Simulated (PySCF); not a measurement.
# B⁺ (boron, charge +1) across methods

[He] 2s2, closed-shell 1S. Calculation: PySCF 2.14, in dyall-av2z (11s7p2d, 42 functions); the non-relativistic Hamiltonian (point nucleus).

```json
{"method": "r2SCAN", "E (hartree)": "-24.3148", "mean ε 1s (eV)": "-196.75", "mean ε 2s (eV)": "-19.715", "Σ⟨r²⟩ (bohr²)": "7.899", "⟨S²⟩": "0.000"}
{"method": "PBE0", "E (hartree)": "-24.3010", "mean ε 1s (eV)": "-201.04", "mean ε 2s (eV)": "-20.792", "Σ⟨r²⟩ (bohr²)": "7.847", "⟨S²⟩": "0.000"}
{"method": "LC-wPBE", "E (hartree)": "-24.3064", "mean ε 1s (eV)": "-199.59", "mean ε 2s (eV)": "-23.805", "Σ⟨r²⟩ (bohr²)": "7.820", "⟨S²⟩": "0.000"}
{"method": "PBEsol", "E (hartree)": "-24.1621", "mean ε 1s (eV)": "-192.48", "mean ε 2s (eV)": "-19.370", "Σ⟨r²⟩ (bohr²)": "7.885", "⟨S²⟩": "0.000"}
{"method": "TPSSh", "E (hartree)": "-24.3444", "mean ε 1s (eV)": "-198.41", "mean ε 2s (eV)": "-20.203", "Σ⟨r²⟩ (bohr²)": "7.816", "⟨S²⟩": "0.000"}
{"method": "BHandHLYP", "E (hartree)": "-24.3387", "mean ε 1s (eV)": "-208.96", "mean ε 2s (eV)": "-21.961", "Σ⟨r²⟩ (bohr²)": "7.897", "⟨S²⟩": "0.000"}
{"method": "PBE", "E (hartree)": "-24.2925", "mean ε 1s (eV)": "-193.60", "mean ε 2s (eV)": "-19.509", "Σ⟨r²⟩ (bohr²)": "7.845", "⟨S²⟩": "0.000"}
{"method": "UHF", "E (hartree)": "-24.23651", "mean ε 1s (eV)": "-222.76", "mean ε 2s (eV)": "-23.773", "Σ⟨r²⟩ (bohr²)": "7.993", "⟨S²⟩": "0.000"}
```

(1) Estimate the same row for LDA.

Results:

(1) E (hartree) = -24.0372; mean ε 1s (eV) = -191.69; mean ε 2s (eV) = -19.405; Σ⟨r²⟩ (bohr²) = 7.930; ⟨S²⟩ = 0.000.
